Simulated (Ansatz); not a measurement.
Program: Ansatz. Geometries: PBE0-D4/def2-TZVP. ΔE: electronic, gas phase. CCSD(T)/CBS is the MP2 limit (def2-TZVPP, def2-QZVPP) plus CCSD(T) − MP2 in def2-TZVPP, frozen cores. This one scheme is used for every species. DFT in def2-TZVPP. B3LYP here is the variant with VWN-RPA as its local correlation; programs differ in this. Each species was taken in one conformer, which may not be the lowest.

Reaction (formal exchange of groups at the Si–Si bond): `[AlH2][O]C[SiH2][SiH3]` + `CO[SiH2]N` → `N[SiH2]OC[SiH3]` + `[AlH2][O]C[SiH3]`

| level | ΔE (kJ/mol) |
| --- | --- |
| PBE-D4 | 32.0 |
| PBE0-D4 | 30.1 |
| B3LYP-D4 | 21.2 |
| ωB97M-V | 15.6 |
| r2SCAN | 25.6 |
| MP2/def2-TZVPP | 16.0 |
| CCSD/def2-TZVPP | 19.2 |
| HF/CBS(def2) | 12.3 |

Problem. What does CCSD(T)/CBS give? (Best estimate.)

Solution. Computed: +21.0 kJ/mol. The listed levels differ from it by 11.0, 9.1, 0.2, -5.4, 4.6, -5.0, -1.8, -8.7 kJ/mol.

Largest T1 diagnostic among the species: 0.014.
